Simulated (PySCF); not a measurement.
Species: C2HF3O2.
Bonds: O1–C2 (double), C2–O3, C2–C4, C4–F5, C4–F6, C4–F7. Hydrogens: H8 on O3.

Computed geometry: GFN2-xTB, gas phase.

What internal coordinates does the optimisation give?

| bond | length (Å) |
| --- | --- |
| O1=C2 | 1.190 |
| C2–O3 | 1.317 |
| C2–C4 | 1.560 |
| C4–F5, C4–F6, C4–F7 | 1.334 |
| O3–H8 | 0.973 |

Bonds in one row agree within 0.01 Å and their mean is given. A selection of angles:
| angle | degrees |
| --- | --- |
| O1–C2–O3 | 127.0 |
| O1–C2–C4 | 123.6 |
| O3–C2–C4 | 109.4 |
| C2–O3–H8 | 112.2 |
| C2–C4–F5 | 111.5 |
| F5–C4–F6 | 107.8 |

Torsions: O1–C2–C4–F5 0° (synperiplanar); H8–O3–C2–O1 0° (synperiplanar).

The 2 C–O bonds span 1.190 Å (O1=C2, drawn double) to 1.317 Å (C2–O3, drawn single), a spread of 0.127 Å.

Point group: Cs (tolerance 0.08 Å). No GFN2-xTB frequencies stand behind this structure, so it isn't proved a minimum. One conformer, not necessarily the lowest (O1–C2–O3–H 0°).
